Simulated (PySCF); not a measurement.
**Assignment exercise: CH₈N₃PSi**

Geometry:
```json
{"atom": "C1", "x (Å)": "1.640", "y (Å)": "-1.025", "z (Å)": "1.329"}
{"atom": "N2", "x (Å)": "0.895", "y (Å)": "-0.032", "z (Å)": "1.219"}
{"atom": "Si3", "x (Å)": "-0.299", "y (Å)": "0.245", "z (Å)": "-0.028"}
{"atom": "N4", "x (Å)": "-1.908", "y (Å)": "0.149", "z (Å)": "0.610"}
{"atom": "N5", "x (Å)": "0.130", "y (Å)": "1.815", "z (Å)": "-0.599"}
{"atom": "P6", "x (Å)": "-0.218", "y (Å)": "-1.338", "z (Å)": "-1.630"}
{"atom": "H7", "x (Å)": "1.670", "y (Å)": "-1.857", "z (Å)": "0.613"}
{"atom": "H8", "x (Å)": "2.318", "y (Å)": "-1.096", "z (Å)": "2.175"}
{"atom": "H9", "x (Å)": "-2.319", "y (Å)": "-0.764", "z (Å)": "0.724"}
{"atom": "H10", "x (Å)": "-2.125", "y (Å)": "0.721", "z (Å)": "1.411"}
{"atom": "H11", "x (Å)": "-0.459", "y (Å)": "2.238", "z (Å)": "-1.298"}
{"atom": "H12", "x (Å)": "0.398", "y (Å)": "2.499", "z (Å)": "0.089"}
{"atom": "H13", "x (Å)": "1.062", "y (Å)": "-1.003", "z (Å)": "-2.026"}
{"atom": "H14", "x (Å)": "-0.785", "y (Å)": "-0.552", "z (Å)": "-2.611"}
```

Computed data (PySCF 2.14.0 with density-fitted response routines): GFN2-xTB structure, NMR shieldings at PBE0/pcSseg-1/GIAO. A single conformation, relativity neglected, one averaged value for each set of equivalent atoms, isolated molecule.

Scale: ¹H vs TMS (reference shieldings calculated alike).

**Question.** Assign these signals to the numbered atoms. ¹H NMR (300 MHz, computed): δ 8.37 (m, 1H), 8.32 (m, 1H), 0.92 (m, 2H), 0.91 (br s, 4H).

**Answer.** 
```tsv
δ (ppm)	atoms	environment	reason
8.37	H7	hydrogen on a C=N carbon	–
8.32	H8	hydrogen on a C=N carbon	–
0.92	H13/H14	hydrogen on a phosphorus bonded to Si	–
0.91	H9/H10/H11/H12	hydrogen on a nitrogen bonded to Si	exchangeable, gas-phase position
```

H7 and H8; H13/H14 and H9/H10/H11/H12 lie closer than the usual error of such a calculation, so a measured spectrum could show them in the other order.

The OH or NH signal is concentration- and solvent-dependent in practice; the value given is the gas-phase one. No couplings were computed; multiplicities are counted from neighbouring protons, with m where these are inequivalent, close in shift, in a saturated or five-membered ring or joined by F or P, and br s for small geminal =CH2 splittings.
